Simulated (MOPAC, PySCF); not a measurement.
Noncovalent pair: SiH4 (SMILES [SiH4]) (first 5 atoms) with HI (SMILES I); geometry from B3LYP-D3(BJ)/def2-TZVP, rigid monomers moved along the line of their centres of mass till Si1···I6 is 3.69 Å.
(charge 0, multiplicity 1):
```xyz
7

Si    -0.47120     0.12453     0.01256
H      1.00521     0.10706    -0.07373
H     -0.92767    -0.97163     0.89687
H     -1.04657    -0.07139    -1.33864
H     -0.92683     1.42148     0.55837
I      0.82479     0.37310     3.46229
H     -0.09918    -0.95150     3.45048
```

Counterpoise-corrected where a basis set is named; no monomer relaxation. Rows marked so take none.

Rows in LANL2DZ carry no dispersion term and start afresh at each structure. LANL2DZ brings its own core potentials from Na on. The state that AM1, PM7 reach isn't checked; PM7 holds dispersion and hydrogen-bond terms.

Programs: MOPAC for AM1, PM7 (differences of heats of formation); PySCF for LANL2DZ rows. Values without a source in brackets are computed.

Task: Predict the interaction energy from B3LYP/LANL2DZ (no counterpoise).

Result: 118 meV

Task: What is the computed interaction energy (PM7)?

Result: 56 meV

Task: Estimate the interaction energy that AM1 returns for this input.

Result: -3 meV
